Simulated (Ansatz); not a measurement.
Reactions of `[SiH3][CH]1[S][GeH2]1`.

Gas-phase electronic energies from Ansatz, PBE0-D4/def2-TZVP geometries. CCSD(T)/CBS is the MP2 limit (def2-TZVPP, def2-QZVPP) plus CCSD(T) − MP2 in def2-TZVPP, frozen cores. This one scheme is used for every species. Functionals use def2-TZVPP. Elements past krypton have def2 core potentials. For Cd, Ga, Ge, Sb outer-core shells are correlated without core-valence functions, which leaves a few kJ/mol of doubt a bond. Scalar relativity is left out up to krypton. Each species was taken in one conformer, which may not be the lowest.

```json
{"reaction": "`[SiH3][CH]1[S][GeH2]1` + `[SiH3][CH2][GaH2]` → `[SiH3][SiH2][CH2][GaH2]` + `[CH2]1[S][GeH2]1`", "B2PLYP (kJ/mol)": "9", "ωB97X-V (kJ/mol)": "6"}
{"reaction": "`[SiH3][CH]1[S][GeH2]1` + `S[SiH2]S` → `[SiH3]S[SiH2]S` + `[CH2]1[S][GeH2]1`", "B2PLYP (kJ/mol)": "-51", "ωB97X-V (kJ/mol)": "-53"}
{"reaction": "`[SiH3][CH]1[S][GeH2]1` + `[F][SbH][SiH3]` → `[F][Sb]([SiH3])[SiH3]` + `[CH2]1[S][GeH2]1`", "B2PLYP (kJ/mol)": "-24", "ωB97X-V (kJ/mol)": "-24"}
{"reaction": "`[SiH3][CH]1[S][GeH2]1` + `NCS` → `NCS[SiH3]` + `[CH2]1[S][GeH2]1`", "B2PLYP (kJ/mol)": "-45", "ωB97X-V (kJ/mol)": "-45"}
{"reaction": "`[SiH3][CH]1[S][GeH2]1` + `[OH][Cd][F]` → `[F][Cd][O][SiH3]` + `[CH2]1[S][GeH2]1`", "B2PLYP (kJ/mol)": "-99", "ωB97X-V (kJ/mol)": "-97"}
{"reaction": "`[SiH3][CH]1[S][GeH2]1` + `N=CCl` → `[SiH3]/N=C/Cl` + `[CH2]1[S][GeH2]1`", "B2PLYP (kJ/mol)": "-42", "ωB97X-V (kJ/mol)": "-36"}
```

(1) Give the CCSD(T)/CBS values in the same order. (An estimate is asked.)

Largest T1 diagnostic: 0.017, for `[OH][Cd][F]`.

Answers

(1) The calculation gave: 11, -51, -23, -41, -90, -31 kJ/mol.
